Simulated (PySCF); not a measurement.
# Telling isomers of C₄H₈O₃Si apart by NMR

Theoretical values (PySCF): coordinates at the GFN2-xTB level, PBE0/pcSseg-1 with gauge-including orbitals. In vacuum, no relativistic terms, rapidly exchanging positions averaged, one conformer.

δ = σ(ref) − σ, references computed at the same level: ¹H and ¹³C against TMS. Where no couplings were computed, multiplicities follow the n + 1 count of equivalent neighbours, and m marks all less simple cases (inequivalent or close neighbours, rings, F or P nearby). Acid and N–H amide carbonyl carbons lie up to 10 ppm further downfield in solution (hydrogen bonding). Shifts are as computed. Against solution values, carbons near 30 ppm lie about +3 ppm off and those near 130 ppm about +5 ppm. Of 1211 compounds with measured shifts, 218 miss one by over three times the rms of a fit or turn the order of signals round; such compounds aren't used in these exercises. OH and NH positions are gas-phase values without hydrogen bonding to other molecules.

(1) Tabulate the signals of `C=C(OC)C(=O)O[SiH3]`, `C=CO[SiH2]CC(=O)O`, `CC(=O)C(=O)C[SiH2]O` and their relative energies.

(2) What is the quickest way to tell C=CO[SiH2]CC(=O)O from CC(=O)C(=O)C[SiH2]O?

(3) What is the quickest way to tell C=C(OC)C(=O)O[SiH3] from C=CO[SiH2]CC(=O)O?

(4) What is the quickest way to tell C=C(OC)C(=O)O[SiH3] from CC(=O)C(=O)C[SiH2]O?

Results:

(1) 
```json
{"SMILES": "C=C(OC)C(=O)O[SiH3]", "carbon types": "2×C 1×CH2 1×CH3", "δC": "169.4, 161.1, 99.6, 56.6", "δH": "5.93 (br s, 1H), 4.87 (s, 3H), 4.61 (br s, 1H), 3.77 (s, 3H)", "E rel. (kcal/mol)": "23.0"}
{"SMILES": "C=CO[SiH2]CC(=O)O", "carbon types": "1×C 1×CH 2×CH2", "δC": "179.2, 156.6, 94.7, 21.3", "δH": "6.63 (m, 1H), 6.17 (br s, 1H), 5.10 (t, 2H), 4.41 (m, 1H), 4.38 (m, 1H), 2.40 (t, 2H)", "E rel. (kcal/mol)": "5.5"}
{"SMILES": "CC(=O)C(=O)C[SiH2]O", "carbon types": "2×C 1×CH2 1×CH3", "δC": "217.5, 205.4, 39.0, 27.7", "δH": "5.30 (br s, 1H), 5.01 (t, 2H), 2.64 (s, 3H), 2.39 (t, 2H)", "E rel. (kcal/mol)": "0.0"}
```

Energies are electronic energies at PBE0/pcSseg-1 on these geometries, without zero-point or thermal terms, each for the one conformer computed, which needn't be the lowest.

(2) Both give the same number of carbon signals, but DEPT or the intensities differ. The first has an alkene carbon bearing oxygen (CH) at 156.6 ppm, the second a methyl carbon α to a carbonyl (CH3) at 27.7 ppm. Their most deshielded carbons lie at 179.2 and 217.5 ppm. In the proton spectra the most deshielded non-exchanging signals are 6.63 (m, 1H) and 5.01 (t, 2H).

(3) Both give the same number of carbon signals, but DEPT or the intensities differ. The first has a methyl carbon bonded to O (CH3) at 56.6 ppm, the second an alkene carbon bearing oxygen (CH) at 156.6 ppm. Their most deshielded carbons lie at 169.4 and 179.2 ppm. In the proton spectra the most deshielded non-exchanging signals are 5.93 (br s, 1H) and 6.63 (m, 1H).

(4) Both give the same number of carbon signals, with the same numbers of each carbon type, so the positions decide. The first has a β carbon of a C=C–C=O unit (CH2) at 99.6 ppm, the second an sp3 CH2 bonded to Si, α to a carbonyl at 39.0 ppm. Their most deshielded carbons lie at 169.4 and 217.5 ppm. In the proton spectra the most deshielded non-exchanging signals are 5.93 (br s, 1H) and 5.01 (t, 2H).
